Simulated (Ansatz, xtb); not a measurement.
C3H10GeN2: which of two isomers lies lower

Structure X: `C=C[CH2][GeH]([NH2])[NH2]`, a singlet. Structure Y: `[NH2][GeH]([NH2])[CH]1CC1`, a singlet. Both are isolated molecules in the gas phase, relaxed with B3LYP/def2-SVP; each stands in its lowest conformer found.

Problem. Estimate E(Y) − E(X) at the level CCSD(T)/def2-SVP + ΔMP2/def2-TZVPP.

Solution. Calculated at CCSD(T)/def2-SVP + ΔMP2/def2-TZVPP: E(Y) − E(X) = +6.5 kcal/mol, so structure X lies lower.

Level by level:

```tsv
level	geometry	E(Y) − E(X) (kcal/mol)	departure from the last row (kcal/mol)	job, with rough time for the two
GFN2-xTB	GFN2-xTB	−5.0	−11.4	optimisation, 0.22 s
HF/STO-3G	GFN2-xTB	−6.7	−13.2	single point, 0.44 s
r2SCAN-D4/def2-SVP	GFN2-xTB	+2.9	−3.6	single point, 4.3 s
B3LYP/def2-SVP	B3LYP/def2-SVP	+6.8	+0.4	optimisation, 71 s
HF/def2-SVP	B3LYP/def2-SVP	+6.9	+0.4	part of the CCSD(T) run
MP2/def2-SVP	B3LYP/def2-SVP	+2.4	−4.1	part of the CCSD(T) run
CCSD(T)/def2-SVP	B3LYP/def2-SVP	+5.1	−1.4	single point
CCSD(T)/def2-SVP + ΔMP2/def2-TZVPP	B3LYP/def2-SVP	+6.5		single point, 99 s
```

As drawn, Y has 2 C–C in place of 1 C=C. Structure X has no ring, Y a 3-membered ring.

GFN2-xTB, HF/STO-3G put the two in the other order. The largest departure from CCSD(T)/def2-SVP + ΔMP2/def2-TZVPP is that of HF/STO-3G, 13.2 kcal/mol. The last row adds to CCSD(T) the change of the MP2 difference between the two basis sets, here +1.4 kcal/mol.

With thermal terms from frequencies at re-optimised GFN2-xTB minima (ideal gas, soft modes damped towards free rotors, one conformer each, 298.15 K, 1 atm): the zero-point term adds +1.4 kcal/mol; ΔH is +7.4 and ΔG +8.5 kcal/mol.

The correlated steps freeze 14 core orbitals; the filled d shell of Ge is correlated, in a basis made for valence electrons. Run with Ansatz 0.2.0, xtb 6.7.1; the last row on 4 threads of Arm Neoverse V1 on a shared host.
